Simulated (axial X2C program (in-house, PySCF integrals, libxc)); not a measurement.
# AlCo: from the spin-free to the two-component result

Computed with an in-house relativistic program for diatomic molecules. Spin-free means the one-electron spin-free X2C Hamiltonian; two-component (2c) means X2C with spin–orbit coupling and atomic mean-field two-electron Coulomb and Gaunt terms, so the difference of the two also holds small scalar two-electron terms. Basis: Co dyall-cv3z [9s10p6d3f2g], Al dyall-v3z [8s8p2d1f] (cores contracted in-house); Gaussian nuclei, density fitting, unrestricted open shells. Masses: Co 58.933 u, Al 26.982 u.

Spin-free state: M_S = 1, Λ = 2 (beyond evenly filled blocks: σα, δ+α, δ+β, δ-α); fragments Co + Al.

```csv
level,Re (Å),ωe (cm⁻¹),De (eV),μ (D)
PBE0,2.417,285.2,1.764,-0.43
r2SCAN0,2.406,290.5,1.276,-0.29
```

Dipoles are positive if Al is the positive end.

Two-component determinant lowest at the distance of the search:

Ω = 3 (⟨Sz⟩ = 1.00, ⟨Lz⟩ = 2.00 at PBE0); fragments Co + Al.

```tsv
level	Re (Å)	ωe (cm⁻¹)	μ (D)
PBE0	2.417	285.0	-0.43
r2SCAN0	2.407	290.3	-0.30
```

**Question.** From the two tables, how do the constants change at the PBE0 level (2c against spin-free)?

**Answer.** At the PBE0 level Re is unchanged within 0.001 Å and ωe stays the same within 0.2 cm⁻¹.

The state is one determinant whose occupation by symmetry is held fixed; it was picked as the lowest of a PBE0 search that is not exhaustive. Dissociation energies refer to the lowest single-determinant-based atoms at the same level and basis. De is not given where an atomic determinant may have missed its ground term or J level, or where the truncated virtual space spoils (T). Density functionals use the spin component along the axis (collinear). Other states lie close and PBE0, whose exact exchange favours high spin, may order them wrongly; the determinant shown need not be the ground state. The nearest other spin-free determinant of the search, M_S = 1, Λ = 3, lies 0.26 eV up at the distance of the search. The functionals have no current-density term, which raises determinants with orbital currents, atoms included. With several unpaired electrons one determinant need not be a pure state. A state of lower Ω lies just above, and one determinant can place such states too high, so the state shown need not be the lowest. The search has Ω = 1 only 0.12 eV up. The determinant is spin-polarised beyond a pure state at some levels (its spin-free form has ⟨S²⟩ too high), which makes Re and μ there less reliable.
